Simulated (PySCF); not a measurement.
Ga(H)(Me)(OH), CH5GaO, SMILES [CH3][GaH][OH] at its CAM-B3LYP/def2-SVP optimised geometry (Å):

```
8

Ga    -0.3510    -0.2386     0.0000
H     -1.3531    -1.4428    -0.0004
C      1.6003    -0.2386     0.0000
H      1.9676     0.3064     0.8828
H      1.9673     0.2957    -0.8895
H      2.0276    -1.2503     0.0058
O     -1.0655     1.3975     0.0000
H     -2.0276     1.4428     0.0020
```

Calculation: CAM-B3LYP/def2-TZVP (PySCF).

Map of the Laplacian of the electron density (e/bohr⁵) on the plane z = 1.2 Å:

```
|000000000000000000000000000|
|000000000000000000000000000|
|000000000000000000000000000|
|000000000000000000000000000|
|000000000000000000000000000|
|000000000000000000000000000|
|000000000110000000000000000|
|000000001222100000000000000|
|000000012443200000000000000|
|000000013554210000000000000|
|000000013454210012332000000|
|000000001233211125886200000|
|000000001122222248747300000|
|000000000123432259777200000|
|000000000123432247985200000|
|000000000122322234542100000|
|000000001112211112321000000|
|000000000111110011111000000|
|000000000110000000000000000|
|000000000000000000000000000|
|000000000000000000000000000|
|000000000000000000000000000|
|000000000000000000000000000|
|000000000000000000000000000|
|000000000000000000000000000|
|000000000000000000000000000|
|000000000000000000000000000|
```
Scale: ten equal steps from 0.000 (start of '0') to 0.097 (end of '9'), in the order '0123456789'; x runs from -4.50 to 4.50, y from -4.50 (bottom) to 4.50 (top).
